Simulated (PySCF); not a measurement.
Can point charges reproduce the dipole moment of `CO[Si](F)(F)OC`?

Coordinates (GFN2-xTB, Å) and charges (e) from the PBE0/pcSseg-1 density (PySCF):

```json
{"atom": "C1", "x": "-2.315", "y": "0.168", "z": "0.298", "Mulliken": "-0.0066", "IAO": "-0.1963", "Hirshfeld": "-0.0214", "ESP-fitted": "-0.2167"}
{"atom": "O2", "x": "-0.910", "y": "0.236", "z": "0.203", "Mulliken": "-0.6377", "IAO": "-0.6488", "Hirshfeld": "-0.2295", "ESP-fitted": "-0.3826"}
{"atom": "Si3", "x": "0.036", "y": "0.255", "z": "-1.086", "Mulliken": "+1.3904", "IAO": "+1.8460", "Hirshfeld": "+0.5963", "ESP-fitted": "+1.1550"}
{"atom": "F4", "x": "-0.278", "y": "-1.009", "z": "-2.018", "Mulliken": "-0.4198", "IAO": "-0.5295", "Hirshfeld": "-0.2095", "ESP-fitted": "-0.3394"}
{"atom": "F5", "x": "-0.217", "y": "1.488", "z": "-2.057", "Mulliken": "-0.4077", "IAO": "-0.5264", "Hirshfeld": "-0.2025", "ESP-fitted": "-0.3500"}
{"atom": "O6", "x": "1.571", "y": "0.378", "z": "-0.693", "Mulliken": "-0.6133", "IAO": "-0.6397", "Hirshfeld": "-0.2246", "ESP-fitted": "-0.4567"}
{"atom": "C7", "x": "2.371", "y": "-0.356", "z": "0.199", "Mulliken": "-0.0011", "IAO": "-0.1948", "Hirshfeld": "-0.0206", "ESP-fitted": "-0.0878"}
{"atom": "H8", "x": "-2.564", "y": "0.084", "z": "1.355", "Mulliken": "+0.1227", "IAO": "+0.1599", "Hirshfeld": "+0.0552", "ESP-fitted": "+0.1350"}
{"atom": "H9", "x": "-2.766", "y": "1.071", "z": "-0.116", "Mulliken": "+0.1162", "IAO": "+0.1446", "Hirshfeld": "+0.0521", "ESP-fitted": "+0.1299"}
{"atom": "H10", "x": "-2.696", "y": "-0.700", "z": "-0.242", "Mulliken": "+0.1133", "IAO": "+0.1423", "Hirshfeld": "+0.0503", "ESP-fitted": "+0.1224"}
{"atom": "H11", "x": "3.353", "y": "0.118", "z": "0.215", "Mulliken": "+0.1224", "IAO": "+0.1604", "Hirshfeld": "+0.0555", "ESP-fitted": "+0.1202"}
{"atom": "H12", "x": "1.941", "y": "-0.345", "z": "1.201", "Mulliken": "+0.1111", "IAO": "+0.1417", "Hirshfeld": "+0.0487", "ESP-fitted": "+0.0735"}
{"atom": "H13", "x": "2.469", "y": "-1.389", "z": "-0.139", "Mulliken": "+0.1100", "IAO": "+0.1405", "Hirshfeld": "+0.0501", "ESP-fitted": "+0.0971"}
```

Q: Form Σ q r in debye for every column and set it beside the full dipole.

A: The full density gives (-0.54, -1.10, 2.60) D, 2.88 D in size; dipole vectors point from the negative to the positive end.

```tsv
scheme	μx	μy	μz	size (D)	share of the full size (%)	angle to the full dipole (°)
Mulliken	-0.76	-1.60	3.55	3.97	138	1
IAO	-0.61	-1.41	3.42	3.75	130	2
Hirshfeld	-0.17	-0.61	1.97	2.07	72	8
ESP-fitted	-0.54	-1.12	2.62	2.90	101	0
```

Q: Which set comes closest?

A: Length of the difference vector: ESP-fitted 0.03 D, IAO 0.87 D, Hirshfeld 0.88 D, Mulliken 1.09 D. Closest: ESP-fitted. ESP charges are fitted to the potential around the molecule, whose slowest-falling term is the dipole's. 

Q: What is left for the Hirshfeld atoms' own dipoles?

A: The shares of the density sum to the whole, so what Σ q r misses lies in dipoles about the nuclei. The atomic dipoles sum to (-0.54, -1.10, 2.60) − (-0.17, -0.61, 1.97) = (-0.37, -0.49, 0.63) D, 0.88 D in size.

Q: With the origin at the mean of the coordinates, (0.000, 0.000, -0.221) Å, which are the largest single terms, by size, of the Hirshfeld dipole along the direction of the full one?

A: Si3 -2.54, F5 +2.13, F4 +1.19, O6 +0.94, O2 -0.51 D; all 13 atoms together +2.05 D. The single terms depend on the origin, their sum doesn't.

Q: Give the size of the full dipole in other units.

A: 2.88 D = 1.133 au = 0.600 e·Å = 9.61 × 10⁻³⁰ C·m.

The structure is a single GFN2-xTB conformer in the gas phase; no vibrational or solvent corrections.

Shape of the structure used: `[CH3:1][O:2][Si:3]([F:4])([F:5])[O:6][CH3:7]`: C1–O2–Si3–F4 -55°, O2–Si3–O6–C7 52°.
